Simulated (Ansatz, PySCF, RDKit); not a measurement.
Complex: HCl (SMILES Cl) (first 2 atoms) with H2Se (SMILES [SeH2]); geometry from B3LYP-D3(BJ)/def2-TZVP, rigid monomers moved along the line of their centres of mass till H2···Se3 is 4.52 Å.
(charge 0, multiplicity 1):
| atom | x (Å) | y (Å) | z (Å) |
|---|---|---|---|
| Cl | 0.2739 | -0.6894 | -0.3934 |
| H | 0.1376 | -0.2267 | 0.8135 |
| Se | -0.1871 | 1.1950 | 5.0961 |
| H | 1.2486 | 0.9397 | 5.2882 |
| H | -0.5232 | -0.1699 | 5.5294 |

Counterpoise-corrected where a basis set is named; no monomer relaxation. RDKit's UFF carries no charges.

Frozen-core correlation. Filled d and f shells under p-block atoms count as core.

Programs: Ansatz (a program for electronic structure) with Gaussian orbitals; PySCF for the dispersion terms; RDKit for the force fields. Values without a source in brackets are computed.

```tsv
level	interaction energy (meV)
UFF	-5.2
PBE/def2-TZVPPD	-25.7
PBE-D3(BJ)/def2-TZVPPD	-31.0
r2SCAN/def2-TZVPPD	___
r2SCAN-D3(BJ)/def2-TZVPPD	-27.7
wB97X-V/def2-TZVPPD	___
MP2/def2-TZVPPD	-28.0
SCS-MP2/def2-SVPD	-27.8
SCS-MP2/def2-TZVPPD	-25.8
```

Fill in the missing entries.


- r2SCAN/def2-TZVPPD, interaction energy (meV): -23.6
- wB97X-V/def2-TZVPPD, interaction energy (meV): -26.8
